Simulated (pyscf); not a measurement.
`[SiH3][Cl]` + `[Cl][Bi]=[Te]` → `[SiH3][Te][Bi]([Cl])[Cl]` (addition across a multiple bond or ene-type step; singlet surface; Cl–Si broken, Bi–Cl, Si–Te formed). Optimised with ωB97X-D3(BJ)/def2-SVP in PySCF. Energies in kJ/mol from the separated reactants.

```tsv
level	barrier	reaction energy
ωB97X-D3(BJ)/def2-TZVP	21.7	-112.9
PBE/def2-TZVP	[?]	[?]
r²SCAN/def2-TZVP	54.8	-64.8
B3LYP-D3(BJ)/def2-TZVP	53.5	-69.8
PBE0-D3(BJ)/def2-TZVP	41.2	-80.0
HF/def2-TZVP	[?]	-31.6
```

Question: Some entries are withheld; supply them.

Answer: 
- PBE/def2-TZVP, barrier: 54.9
- PBE/def2-TZVP, reaction energy: -54.1
- HF/def2-TZVP, barrier: 129.6

The functionals in the table span 33.2 kJ/mol in this barrier, from ωB97X-D3(BJ) to PBE. On the reactant side the descent ends in a complex, 33.1 kJ/mol under the separated species and 54.8 kJ/mol under the saddle at ωB97X-D3(BJ)/def2-TZVP. This is the saddle that the search found; another between the same sides may lie lower. Elements past Kr carry the def2 core potentials, without spin-orbit coupling.
